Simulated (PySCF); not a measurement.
SbF2, SMILES [F][Sb+][F] (connectivity only; charge and spin as stated), charge +1, multiplicity 1. Atoms are numbered in the order given.

```xyz
3

Sb     0.0000     0.0000     0.3228
F      0.0000    -1.3778    -0.9147
F      0.0000     1.3778    -0.9147
```
Charge +1, spin multiplicity 1.

Coordinates come from a B3LYP-D3(BJ)/def2-TZVP optimisation. The multiplicity is an assumed one; other spin states were not compared. The isomer is the one that the SMILES or the coordinates give; other isomers of the formula were not compared. The def2 effective core potentials stand for the cores of Sb; spin–orbit coupling is left out.

The numbers are results of CAM-B3LYP/def2-TZVPD run with PySCF, not measurements.

Symmetry labels are those of the subgroup C2v that the program uses (full group C2v).

Computed valence orbital energies around the gap with their symmetry:
```csv
orbital,symmetry,energy (eV)
HOMO−7,B2,-40.25
HOMO−6,A1,-25.38
HOMO−5,B2,-21.52
HOMO−4,A1,-20.86
HOMO−3,B1,-20.76
HOMO−2,A2,-20.06
HOMO−1,B2,-19.82
HOMO,A1,-18.82
LUMO,B1,-9.99
LUMO+1,B2,-7.13
LUMO+2,A1,-6.37
LUMO+3,A1,-3.58
```
